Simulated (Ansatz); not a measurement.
`[SiH3][GaH][Cl]` and `[SH][GaH][Cl]` differ in one atom or group.

Ansatz, PBE0-D4/def2-TZVP geometries, multiplicity 1. Each molecule was computed in one conformer, which needn't be the lowest.

Scalar relativity is left out up to krypton.

| property | `[SiH3][GaH][Cl]` |
| --- | --- |
| HOMO energy (PBE/def2-TZVPP) / eV | -6.69 |
| LUMO energy (PBE0/def2-TZVPP) / eV | -2.13 |
| ideal-gas entropy at 298 K and 1 bar (rigid rotor, harmonic PBE0-D4/def2-TZVP) / J/(mol·K) | 345 |
| LUMO energy (ωB97M-V/def2-TZVPP) / eV | -0.39 |
| HOMO–LUMO gap (PBE/def2-TZVPP) / eV | 3.80 |
| zero-point energy (PBE0-D4/def2-TZVP) / kJ/mol | 84.9 |

Q: Give the same properties after the change, and the shifts. (Best estimate.)

A: The calculation gave: 
```tsv
property	`[SH][GaH][Cl]`	shift
HOMO energy (PBE/def2-TZVPP) / eV	-6.83	-0.14
LUMO energy (PBE0/def2-TZVPP) / eV	-1.45	0.68
ideal-gas entropy at 298 K and 1 bar (rigid rotor, harmonic PBE0-D4/def2-TZVP) / J/(mol·K)	314	-31
LUMO energy (ωB97M-V/def2-TZVPP) / eV	0.28	0.67
HOMO–LUMO gap (PBE/def2-TZVPP) / eV	4.63	0.83
zero-point energy (PBE0-D4/def2-TZVP) / kJ/mol	46.4	-38.5
```

With PBE0 the HOMO falls by 0.20 eV and the LUMO rises by 0.68 eV, so the gap widens by about 0.88 eV. PBE moves the HOMO by -0.14 eV and ωB97M-V by -0.33 eV. The zero-point energy changes by -38.5 kJ/mol with -6 modes. Modes under 60 cm⁻¹, often nearly free rotors, make the harmonic entropy too high.
